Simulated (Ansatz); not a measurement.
`C#C[SiH2]CN` + CH₃OH → `CO[SiH2]CN` + acetylene  (ligand exchange at the Si–C bond)

Computed with Ansatz on PBE0-D4/def2-TZVP structures; ΔE is electronic, products minus reactants. CCSD(T)/CBS adds triple-zeta CCSD(T) − MP2 to the extrapolated MP2 energy (def2 sets, frozen cores). This one scheme is used for every species. Functionals use def2-TZVPP. B3LYP here is the variant with VWN-RPA as its local correlation; programs differ in this. One conformer a species, not always the lowest.

| level | ΔE (kJ/mol) | difference from CCSD(T)/CBS |
| --- | --- | --- |
| PBE-D4 | -43.1 | 9.6 |
| ωB97M-V | -55.3 | -2.6 |
| PBE0 | -44.4 | 8.3 |
| B3LYP | -52.4 | 0.3 |
| MP2/def2-TZVPP | -51.7 | 1.0 |
| SCS-MP2/def2-TZVPP | -53.5 | -0.8 |
| HF/def2-QZVPP | -61.8 | -9.1 |
| MP2/def2-QZVPP | -51.8 | 0.9 |
| MP2/CBS(def2) | -51.4 | 1.3 |
| CCSD/CBS(def2) | -54.4 | -1.7 |
| CCSD(T)/CBS | -52.7 | 0 |

Largest T1 diagnostic among the species: 0.013.

In def2-TZVPP, CCSD(T) changes the Hartree–Fock value by +8.0 kJ/mol (the triples alone add +1.7 kJ/mol) and MP2 by +9.4 kJ/mol.
